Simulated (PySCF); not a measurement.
Structure problem from calculated spectra and properties.

Formula: C3H12AlNS.

| Item | Value |
| --- | --- |
| Polarisability | 98.7 au [wB97X-D/def2-SVPD] |
| Triplet | lowest triplet excitation (Tamm–Dancoff): 5.31 eV [TDA wB97X-D/def2-SVPD] |
| Valence photoelectron | vertical ionisation energy: 8.00 eV [ΔSCF wB97X-D/def2-SVPD] |
| UV, first state | lowest singlet excitation: 5.43 eV (228 nm, f = 0.011) [TDDFT wB97X-D/def2-SVPD] |
| Rotational structure | rotational constants A, B, C: 3.527, 1.240, 1.032 GHz [PBE0-D3(BJ)/def2-SVP] |
| 1H NMR | chemical shifts (computed TMS as zero) by class: 3.97 (2 H), 2.82 (3 H), 2.01 (6 H), -0.21 (1 H) ppm [GIAO PBE0/pcSseg-1] |
| 13C NMR | chemical shifts (computed TMS as zero) by class: 35.3 (1 C), 21.4 (2 C) ppm [GIAO PBE0/pcSseg-1] |

The electronic properties come from PySCF, for the isolated species, density fitting. Levels stand in brackets. One conformer (not necessarily the lowest) at the PBE0-D3(BJ)/def2-SVP geometry, without solvent, vibrations or thermal averaging. NMR classes are plain means over equivalent atoms (diastereotopic ones count apart unless rotation or inversion swaps them), as if these changed places fast.

Problem. What is the compound? Reason from the data.

Solution. Numbering: `[CH3:1][NH:2][AlH2-:3][S+:4]([CH3:5])[CH3:6]`. 3 carbons fall into 2 classes; from least to most shielded: N-methyl carbon [C1] (35.3 ppm), S-methyl carbon [C5/C6] (21.4 ppm, 2 C, up to 2.9 ppm apart in this geometry). Hydrogen classes from least to most shielded: 2 H on an aluminium bonded to N, S and 2 H, Al3 (3.97 ppm), 3 H on an N-methyl carbon, C1 (2.82 ppm), 6 H on 2 S-methyl carbons, C5/C6 (2.01 ppm), 1 H on a nitrogen bonded to Al, C and H, N2 (-0.21 ppm). The first electron is taken from the HOMO, whose largest Löwdin shares are 0.58 on the nitrogen bonded to Al, C and H, 0.13 on the N-methyl carbon, 0.06 on the aluminium bonded to N, S and 2 H and 0.06 on the sulfur bonded to Al and 2 C. The optimised geometry has point group C1 and is an asymmetric top. Structure: `C[NH][AlH2-][S+](C)C`. The assignments are read from this structure; whether some other isomer fits the data as well wasn't checked.

Conformer computed: `[CH3:1][NH:2][AlH2-:3][S+:4]([CH3:5])[CH3:6]`: C1–N2–Al3–S4 92°, N2–Al3–S4–C5 -159°.
